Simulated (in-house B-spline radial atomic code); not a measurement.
Re⁷⁺. Computed with a B-spline radial atomic code. Model: all-electron spherical atom, spin shells full or empty, radial basis limit, no spin-orbit coupling, Breit or QED, empty-state partial waves extrapolated as (l+1/2)^-4, RPA, G0W0 and static COHSEX of the highest shell as one setting changes (uncorrelated shells keep exact exchange).

Without the two-electron picture change, core correlation of heavy ions comes too large.

Given: element Re; charge 7; filled core Xe; hamiltonian one-electron scalar X2C; mean-field start HSE06; highest l of empty states 9; nuclear rms radius 5.3698 fm; highest mean-field shell 5p.

Shell: 4f 7 7 (electrons up and down).

```tsv
lowest nl shells left uncorrelated	RPA correlation energy (hartree)	G0W0 level (eV)	G0W0 minus most complete (meV)	COHSEX level (eV)	linearised minus solved G0W0 (meV)
0	-6.2196	-148.83	0	-151.91	-5
1	-5.9947	-148.83	0.8	-151.91	-5
2	?	?	?	?	?
3	-5.179	-148.83	3.8	-151.91	-5
4	-4.9823	-148.83	2.7	-151.91	-5
5	-4.3782	-148.84	-10.6	-151.94	-5.1
6	?	?	?	?	?
7	-3.1954	-148.83	-0.6	-151.92	-5
8	-2.6291	-149	-167.2	-152.25	-5.3
9	-1.6471	-148.93	-97.8	-152.15	-5.2
10	-1.4669	-149.85	-1019	-153.09	-2
11	-0.24621	-149.06	-222.7	-151.36	-0.8
```

Task: What follows for lowest nl shells left uncorrelated = 6?

Result: RPA correlation energy -3.3843 hartree; G0W0 level -148.81 eV; G0W0 minus most complete 26.4 meV; COHSEX level -151.86 eV; linearised minus solved G0W0 -5 meV.

Task: What follows for lowest nl shells left uncorrelated = 2?

Result: RPA correlation energy -5.785 hartree; G0W0 level -148.83 eV; G0W0 minus most complete 1 meV; COHSEX level -151.91 eV; linearised minus solved G0W0 -5 meV.
